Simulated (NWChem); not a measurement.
System: SeBrF; SMILES Br[Se]F

The following NWChem deck was run.

```
start job
memory heap 200 mb stack 900 mb global 1100 mb
geometry units angstroms noautoz
  Se     0.380320     0.934907     0.000000
  F     -1.256954     1.573489     0.000000
  Br    -0.066883    -1.320530     0.000000
end
basis spherical
  * library def2-svp
end
dft
  xc becke97-d
  disp vdw 2
  iterations 150
  mulliken
end
task dft energy
```

Coordinates come from a PBE0/def2-SVP optimisation.

Problem. What results follow from this input? (B97-D/def2-SVP.) Quantities: energy (Ha); highest occupied level (eV); orbital gap (eV); dipole (D).

Solution. 
| Item | Value |
|---|---|
| energy (Ha) | -5077.34 |
| highest occupied level (eV) | -5.54 |
| orbital gap (eV) | 2.19 |
| dipole (D) | 1.46 |
